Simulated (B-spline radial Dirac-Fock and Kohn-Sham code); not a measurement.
# X-ray form factors of terbium in several charge states

Level of theory: Dirac-Fock densities; a B-spline atomic structure program.

Configurations: Tb²¹⁺ [Kr] 4d8; Tb²²⁺ [Kr] 4d7; Tb²⁴⁺ [Kr] 4d5; Tb²⁸⁺ [Kr] 4d1. The first column is f₀ of Tb²¹⁺, the others are differences from it.

| s (Å⁻¹) | Tb²¹⁺ | Δ Tb²²⁺ | Δ Tb²⁴⁺ | Δ Tb²⁸⁺ |
| --- | --- | --- | --- | --- |
| 0 | 44.000 | -1.000 | -3.000 | -7.000 |
| 0.05 | 43.881 | -0.992 | -2.977 | -6.949 |
| 0.1 | 43.526 | -0.968 | -2.907 | -6.799 |
| 0.15 | 42.945 | -0.929 | -2.794 | -6.554 |
| 0.2 | 42.155 | -0.876 | -2.643 | -6.224 |
| 0.25 | 41.176 | -0.813 | -2.459 | -5.821 |
| 0.3 | 40.033 | -0.740 | -2.248 | -5.358 |
| 0.35 | 38.755 | -0.662 | -2.018 | -4.851 |
| 0.4 | 37.372 | -0.580 | -1.778 | -4.317 |
| 0.45 | 35.914 | -0.497 | -1.534 | -3.769 |
| 0.5 | 34.412 | -0.415 | -1.293 | -3.225 |
| 0.6 | 31.384 | -0.265 | -0.846 | -2.197 |
| 0.7 | 28.479 | -0.142 | -0.473 | -1.317 |
| 0.8 | 25.831 | -0.052 | -0.193 | -0.631 |
| 0.9 | 23.515 | +0.007 | -0.007 | -0.152 |
| 1 | 21.550 | +0.037 | +0.096 | +0.137 |
| 1.1 | 19.912 | +0.047 | +0.134 | +0.271 |
| 1.2 | 18.556 | +0.042 | +0.127 | +0.290 |
| 1.4 | 16.451 | +0.014 | +0.049 | +0.145 |
| 1.6 | 14.807 | -0.014 | -0.036 | -0.056 |

Values without a named source are computed, but for edge energies of neutral atoms, which are taken from tables.
